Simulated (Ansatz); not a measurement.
Mulliken charges of `N#C[O][GaH2]` from PBE/def2-TZVPP in Ansatz (PBE0-D4/def2-TZVP geometry).

| atom | x (Å) | y (Å) | z (Å) | charge (e) |
| --- | --- | --- | --- | --- |
| N1 | 1.614 | -2.038 | 0.199 | -0.075 |
| C2 | 0.883 | -1.194 | 0.506 | -0.039 |
| O3 | 0.082 | -0.276 | 0.868 | -0.251 |
| Ga4 | -0.697 | 0.923 | -0.300 | 0.350 |
| H5 | -0.279 | 0.701 | -1.774 | 0.010 |
| H6 | -1.603 | 1.884 | 0.502 | 0.005 |

Task: By hand: the dipole of these point charges (1 e Å = 4.8032 D).

Result: Σ q r = (-0.431, 0.608, -0.373) e Å, of length 0.833 e Å = 4.00 D.

Task: How does the dipole of the full density compare? (An estimate is asked.)

Result: Computed: (-0.714, 0.921, -0.188) e Å, 5.67 D; the point charges give 0.71 times that, at 18° from its direction.

Point charges leave out the atoms' own dipoles, such as those of lone pairs, and Mulliken's split depends on the basis, so the two needn't agree.
